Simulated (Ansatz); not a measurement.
Cost and result up the ladder for the cluster Al6Ge (7 atoms). The state is a singlet with charge 0. Geometry: B3LYP-D4/def2-SVP.

Cartesian coordinates in Å:
```
Ge -1.407 2.080 0.219
Al -0.284 0.638 -1.521
Al 1.086 1.279 0.752
Al 0.383 -0.851 1.993
Al -1.678 -0.566 0.492
Al -0.083 -1.981 -1.063
Al 1.984 -0.598 -0.873
```

Ansatz on 4 threads of Arm Neoverse V2 on a shared host. Times are rough, and most runs start from the orbitals of an earlier one. No level here is sound enough to serve as a yardstick. Binding counts from free atoms at the same level (Ge triplet, Al doublet; other spins of the atoms weren't run), without zero-point energy or a counterpoise term.

Correlated methods freeze 39 core orbitals; core or outer-core shells of Ge are correlated, in sets that lack core-valence functions. The rows differ in basis, and correlated rows in double-zeta sets carry the largest basis error. Another isomer (singlet) lies 0.20 eV lower at PBE0-D4/def2-TZVP; other spin states weren't run for this one.

Run but left out: HF/def2-TZVP (restricted singlet, unstable in another Hartree–Fock run and untested here).

Correlated methods converge slowly with the basis, most of all in double-zeta sets.

```
                         level  functions  wall time  binding energy per atom (eV)                                    remarks
             BLYP-D4/def2-TZVP        270        6 s                          2.10              restricted SCF unstable in HF
PBE-D4/def2-TZVP (with forces)        270      6.5 s                          2.44              restricted SCF unstable in HF
             PBE0-D4/def2-TZVP        270       11 s                          2.33              restricted SCF unstable in HF
           r2SCAN-D4/def2-TZVP        270       13 s                          2.41              restricted SCF unstable in HF
              CCSD(T)/def2-SVP        140       18 s                          2.03  large T1 (0.024), restricted SCF unstable
```
